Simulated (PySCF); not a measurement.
A survey of 31P NMR shifts

Calculated, not measured (PySCF 2.14): NMR shieldings at PBE0/pcSseg-1/GIAO, geometry from GFN2-xTB. One conformer, relativity neglected, in vacuum, rapidly exchanging positions averaged.

Shieldings were converted by a linear fit to measured shifts: 31P: δ = 270.09 − 0.828σ (rms 18.1 ppm, 64 shifts vs H3PO4, solution or neat liquid). A few per cent of atoms miss by over 2 rms, more outside the fitted compound classes.

Question: Give the 31P shifts of `CP(C)P(F)F`, `C[P@@](=O)(CO)C(F)(F)F`.

Answer: 
| compound | environment | δ (ppm) |
| --- | --- | --- |
| [CH3:1][P:2]([CH3:3])[P:4]([F:5])[F:6] | P4: phosphorus bonded to 2 F, P | 286.8 |
| [CH3:1][P:2]([CH3:3])[P:4]([F:5])[F:6] | P2: phosphorus bonded to 2 C, P | -53.9 |
| C[P@@](=O)(CO)C(F)(F)F | phosphorus bonded to 3 C, O | 18.3 |

Question: Match the shifts 110.6, 37.5, 18.8, -157.7, -217.0 ppm to `CC1=C(C)[P@@H](=O)CC1`, `O=[P@]12CC[C@H](CC1)C2`, `CC(C)(C)CP=C=O`, `[SiH3]c1cpco1`, `CCC(C)(C)P=C=O`.

Answer: 110.6: [SiH3]c1cpco1 (phosphorus bonded to 2 C, in a 5-membered ring); 37.5: O=[P@]12CC[C@H](CC1)C2 (phosphorus bonded to 3 C, O, in a 5-membered ring); 18.8: CC1=C(C)[P@@H](=O)CC1 (phosphorus bonded to 2 C, O, H, in a 5-membered ring); -157.7: CCC(C)(C)P=C=O (phosphorus bonded to 2 C); -217.0: CC(C)(C)CP=C=O (phosphorus bonded to 2 C).
